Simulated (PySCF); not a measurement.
Mn(8+) (manganese, charge +8) across methods

[Ne] 3s2 3p5, 2P determinant. All numbers are calculated (PySCF 2.14, the spin-free X2C one-electron Hamiltonian (Gaussian nucleus), in an uncontracted even-tempered set (20 s from 0.32 bohr⁻², ratio 2.5; 13 p from 0.42 bohr⁻², ratio 2.5; 5 d from 3.8 bohr⁻², ratio 2.7; 5 f from 5.7 bohr⁻², ratio 2.7)). The B2PLYP total includes its PT2 part (frozen core); its orbital energies are those of the SCF part.

```
method  E (hartree)  mean ε 3s β (eV)  mean ε 3p α (eV)  mean ε 3p β (eV)  Σ⟨r²⟩ (bohr²)   ⟨S²⟩
r2SCAN    -1136.741           -243.16           -212.23           -209.63          5.671  0.752
   LDA    -1134.266           -241.26           -210.81           -208.51          5.676  0.750
PBEsol    -1135.394           -241.27           -210.77           -208.43          5.669  0.751
B2PLYP    -1136.751           -250.81           -218.27           -215.61          5.679  0.752
  PBE0    -1136.573           -246.19           -214.66           -212.19          5.669  0.751
   PBE    -1136.525           -241.50           -210.96           -208.65          5.668  0.751
   UHF  -1135.99424           -258.62           -224.31           -221.29          5.686  0.753
```
